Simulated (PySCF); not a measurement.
C₂H₃O₂, SMILES CC([O])=O, multiplicity 2. Atoms are numbered in the order given.

```xyz
7

C     -1.3256    -0.2690    -0.0045
C      0.2860     0.0631     0.0014
O      0.9088    -0.9993    -0.1518
O      0.4853     1.2692     0.1548
H     -1.6933     0.0864     0.9743
H     -1.4822    -1.3485    -0.1502
H     -1.7398     0.3373    -0.8293
```
Charge 0, spin multiplicity 2.

Coordinates come from a PBE-D3(BJ)/def2-SVP optimisation. The isomer is the one that the SMILES or the coordinates give; other isomers of the formula were not compared.

Calculation: PBE0/pcH-1 in PySCF.

Unrestricted Kohn–Sham, ⟨S²⟩ = 0.756. Hyperfine tensors hold the contact and dipolar terms, without spin-orbit corrections.

Question: Estimate the hyperfine couplings. (The exact figures need the calculation; the answer reports its results.)

Answer: 
```tsv
nucleus	A(iso) (MHz)	A(iso) (G)	dipolar principal values (MHz)
13C no. 1	135.5	48.3	-31.3, -30.8, 62.1
13C no. 2	-92.8	-33.1	-12.2, 3.7, 8.4
17O no. 3	-23.6	-8.4	-145.7, 69.5, 76.2
17O no. 4	-8.7	-3.1	-87.5, 42.6, 44.9
1H no. 5	-4.9	-1.8	-13.7, -2.4, 16.1
1H no. 6	-20.5	-7.3	-15.3, -1.3, 16.6
1H no. 7	-4.8	-1.7	-13.7, -2.4, 16.1
```

Question: And the g tensor (effective nuclear charges for spin-orbit coupling, GIAO)? (An estimate is asked for; the answer gives what the named calculation found.)

Answer: principal values 2.0008, 2.0020, 2.0079; isotropic 2.0036.
